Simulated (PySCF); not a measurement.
Spin-rotation constants: `InChI=1S/C4H9BF2O/c1-4(6)2-3-8-5-7/h4-5H,2-3H2,1H3/t4-/m0/s1`

Geometry:
```json
{"atom": "C1", "x (Å)": "-2.523", "y (Å)": "-0.215", "z (Å)": "0.400"}
{"atom": "C2", "x (Å)": "-1.090", "y (Å)": "0.282", "z (Å)": "0.502"}
{"atom": "F3", "x (Å)": "-1.104", "y (Å)": "1.669", "z (Å)": "0.529"}
{"atom": "C4", "x (Å)": "-0.225", "y (Å)": "-0.165", "z (Å)": "-0.675"}
{"atom": "C5", "x (Å)": "1.248", "y (Å)": "0.180", "z (Å)": "-0.465"}
{"atom": "O6", "x (Å)": "1.786", "y (Å)": "-0.655", "z (Å)": "0.551"}
{"atom": "B7", "x (Å)": "2.675", "y (Å)": "-0.281", "z (Å)": "1.450"}
{"atom": "F8", "x (Å)": "3.162", "y (Å)": "0.963", "z (Å)": "1.469"}
{"atom": "H9", "x (Å)": "-2.952", "y (Å)": "0.073", "z (Å)": "-0.557"}
{"atom": "H10", "x (Å)": "-3.123", "y (Å)": "0.222", "z (Å)": "1.195"}
{"atom": "H11", "x (Å)": "-2.547", "y (Å)": "-1.296", "z (Å)": "0.493"}
{"atom": "H12", "x (Å)": "-0.633", "y (Å)": "-0.028", "z (Å)": "1.451"}
{"atom": "H13", "x (Å)": "-0.579", "y (Å)": "0.329", "z (Å)": "-1.580"}
{"atom": "H14", "x (Å)": "-0.324", "y (Å)": "-1.244", "z (Å)": "-0.794"}
{"atom": "H15", "x (Å)": "1.359", "y (Å)": "1.234", "z (Å)": "-0.194"}
{"atom": "H16", "x (Å)": "1.811", "y (Å)": "-0.011", "z (Å)": "-1.385"}
{"atom": "H17", "x (Å)": "3.051", "y (Å)": "-1.045", "z (Å)": "2.250"}
```

Computed, not measured: GIAO HF/pcSseg-1 magnetisability, rotational g tensor and spin-rotation constants, non-relativistic, gas phase in PySCF. Geometry: GFN2-xTB.

Question: Give the nuclear spin-rotation constants along the inertial axes (H = +C I·J) beside the isotropic shieldings.

Answer: Rotational constants 3.8677, 0.9639, 0.8964 GHz. A star marks the isotopologue with that one atom substituted, in its own axes.
| atom | isotope | Caa (kHz) | Cbb (kHz) | Ccc (kHz) | mean (kHz) | σ (ppm) |
| --- | --- | --- | --- | --- | --- | --- |
| F3 | 19F | 1.190 | 0.365 | 0.191 | 0.582 | 419.9 |
| B7 | 11B | 0.784 | 0.226 | 0.194 | 0.401 | 90.2 |
| F8 | 19F | 4.664 | 0.695 | 0.849 | 2.069 | 304.6 |
| H9 | 1H | -0.225 | -0.112 | -0.023 | -0.120 | 30.6 |
| H10 | 1H | -0.312 | -0.037 | -0.067 | -0.139 | 30.2 |
| H11 | 1H | -0.427 | -0.025 | -0.069 | -0.174 | 31.2 |
| H12 | 1H | -0.157 | -0.106 | 0.004 | -0.086 | 27.6 |
| H13 | 1H | -0.307 | -0.119 | 0.000 | -0.142 | 30.6 |
| H14 | 1H | -0.441 | 0.006 | -0.085 | -0.173 | 30.5 |
| H15 | 1H | -0.377 | 0.038 | -0.078 | -0.139 | 27.5 |
| H16 | 1H | -0.322 | -0.046 | -0.026 | -0.131 | 28.3 |
| H17 | 1H | -0.247 | -0.084 | 0.004 | -0.109 | 28.4 |
| C1 | 13C* | 0.486 | 0.133 | 0.135 | 0.251 | 170.1 |
| C2 | 13C* | 0.991 | 0.171 | 0.210 | 0.457 | 113.9 |
| C4 | 13C* | 0.629 | 0.162 | 0.142 | 0.311 | 154.2 |
| C5 | 13C* | 0.733 | 0.209 | 0.141 | 0.361 | 136.9 |
| O6 | 17O* | -0.317 | -0.138 | -0.160 | -0.205 | 232.2 |

For the geometry as given, no vibrational averaging.

Question: How do the rotational constants and the g tensor change when H9, H10, H11, H12, H13, H14, H15, H16, H17 are replaced by deuterium?

Answer: Constants 3.2906, 0.8631, 0.8166 GHz; g -0.0193, -0.0050, -0.0060, against -0.0223, -0.0053, -0.0066 before.
